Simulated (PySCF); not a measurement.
**Ar⁺: ionisation energy**

Ar⁺ [Ne] 3s2 3p5 (2P) → Ar²⁺ [Ne] 3s2 3p4 (3P), as a difference of total energies. Computed with PySCF 2.14 in aug-cc-pV(T+d)Z with one added diffuse shell each of s, p, d, f type (7s6p5d3f, 71 functions), with no relativity, point nucleus. Correlated levels: valence: [Ne] frozen. The calculations carry no spin-orbit coupling.

```
           method  ionisation energy (eV)
              UHF                  26.373
              LDA                  27.818
              PBE                  27.599
             PBE0                  27.612
           r2SCAN                  27.674
        BHandHLYP                  27.537
             MN15                  27.796
          r2SCANh                  27.661
           B2PLYP                  27.530
    MP2 (valence)                  27.372
SCS-MP2 (valence)                  27.370
```

How much does correlation contribute at MP2 (valence)?

27.372 − (26.373) = 0.999 eV, measured against UHF.

A first-order spin-orbit estimate (lowest level to lowest level, LS coupling) adds -0.007 eV.

Errors of the correlated levels include the incompleteness of this basis and the frozen core.

For comparison: 27.630 eV (measured; NIST Atomic Spectra Database, ionization energies).
